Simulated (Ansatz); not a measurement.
Consider the redistribution: `[F][Ge][O][SiH3]` + `[NH2][Ge]([NH2])([F])[F]` → `[NH2][Ge][O][SiH3]` + `[NH2][Ge]([F])([F])[F]`.

Isolated molecules relaxed with PBE0-D4/def2-TZVP in Ansatz; ΔE leaves out vibrations. CCSD(T)/CBS adds triple-zeta CCSD(T) − MP2 to the extrapolated MP2 energy (def2 sets, frozen cores). DFT in def2-TZVPP. For Ge outer-core shells are correlated without core-valence functions, which leaves a few kJ/mol of doubt a bond. Scalar relativity is left out up to krypton. One conformer a species, not always the lowest.

| level | ΔE (kcal/mol) |
| --- | --- |
| revPBE | 5.9 |
| BHLYP | 6.0 |
| CCSD/def2-SVP | 5.1 |
| CCSD(T)/def2-SVP | 4.8 |

**Question.** What does CCSD(T)/CBS give? (Best estimate.)

**Answer.** The calculation gave: +5.9 kcal/mol. The listed levels differ from it by 0.0, 0.1, -0.8, -1.1 kcal/mol.

Largest T1 diagnostic among the species: 0.015.

Leaving LDA and LC-ωPBE aside and taking each functional with its dispersion term where it has one, the values, not all of them listed here, spread over 2.0 kcal/mol, from r2SCANh-D4 to BLYP-D4. At CCSD(T), def2-SVP lies −1.1 kcal/mol from the extrapolated value and def2-TZVPP −1.1 kcal/mol.
